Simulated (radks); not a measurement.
These are the eigenvalues of the occupied orbitals of an atom or ion with whole-number occupations (Ry). Method: Dirac Kohn-Sham, HCTH/407, spin-unpolarised, spherical densities, finite nucleus; Fermi nuclear charge, rms radius of each element as measured or else 0.836 A^(1/3) + 0.57 fm; computed with a radial shooting solver on a logarithmic mesh with Libxc functionals.

orbital  eigenvalue
1s1/2     -39.22123
2s1/2      -2.95255
2p1/2      -1.82251
2p3/2      -1.81929

Which element is it, and in what charge state? The configuration may be excited. Open shells, if any, are shared by 2j + 1.

Answer. Z = 8, oxygen, charge +1: O+ in [He] 2s2 2p3. The list shows which subshells hold electrons but not how many an open one holds; the 1s level, -19.611 hartree, gives Z - s = 6.3 by -(Z - s)^2/2, which with screening and relativity narrows Z to a few neighbours, and the depths of the outer levels then fix element, charge and occupations together.
